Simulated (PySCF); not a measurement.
A structure optimised at B3LYP-D3(BJ)/def2-SVP, used in a PySCF frequency run:

```xyz
13

C     -2.7452     0.2079     0.6357
Si    -1.3045    -0.9201     0.2766
O      0.0540     0.0649     0.1245
C      1.3482    -0.3299     0.1059
C      2.3273     0.3980    -0.4389
F      2.1085     1.5726    -1.0416
H     -2.5824     0.7643     1.5718
H     -2.8781     0.9357    -0.1801
H     -3.6762    -0.3739     0.7340
H     -1.0584    -1.8908     1.3865
H     -1.5121    -1.6881    -0.9861
H      1.6066    -1.2828     0.5851
H      3.3744     0.0879    -0.4224
```
Charge 0, spin multiplicity 1.

Q: Write its SMILES and formula.

A: C[SiH2]O/C=C\F, C₃H₇FOSi

Q: What are its rotational constants (standard atomic weights)?

A: 7.7223, 1.2055, 1.0815 GHz
